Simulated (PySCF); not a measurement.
**How a change of structure moves an absorption spectrum**

Method used: TDDFT PBE0/def2-SVPD, vertical, gas phase, core orbitals frozen in the response (PySCF). Geometries: GFN2-xTB; one conformer of each isolated species. Triplets are in the Tamm–Dancoff approximation. 'Strongest' means the level of largest summed f among the lowest 8 singlets; it needn't be the same kind of state in each.

Parent: `[H]/N=C\CCS[SiH3]`, with lowest singlet excitation energy 5.02 eV, lowest triplet energy 4.24 eV, energy of the strongest computed level 5.71 eV, S1–T1 gap 0.79 eV. Its spectrum: 5.02 eV (f 0.005); 5.46 eV (f 0.003); 5.71 eV (f 0.015); 6.20 eV (f 0.003); 6.42 eV (f 0.007).

(1) Give the shifts from the parent for: H on C replaced by CN (`[H]/N=C(/C#N)CCS[SiH3]`); H on C replaced by CH3 (`[H]/N=C(/C)CCS[SiH3]`); H on C replaced by ethynyl (`[H]/N=C(/C#C)CCS[SiH3]`).

Results:

(1) 

```csv
change,SMILES,Δ S1 (eV),Δ T1 (eV),Δ strongest (eV),Δ S1−T1 (eV)
H on C replaced by CN,[H]/N=C(/C#N)CCS[SiH3],-0.77,-0.53,-0.12,-0.24
H on C replaced by CH3,[H]/N=C(/C)CCS[SiH3],+0.13,+0.17,+0.60,-0.04
H on C replaced by ethynyl,[H]/N=C(/C#C)CCS[SiH3],-0.41,-0.32,+0.26,-0.08
```

S1 falls most with H on C replaced by CN (-0.77 eV), and it rises most with H on C replaced by CH3 (+0.13 eV). S1 is simply the lowest singlet of each species and needn't be the same kind of state throughout.
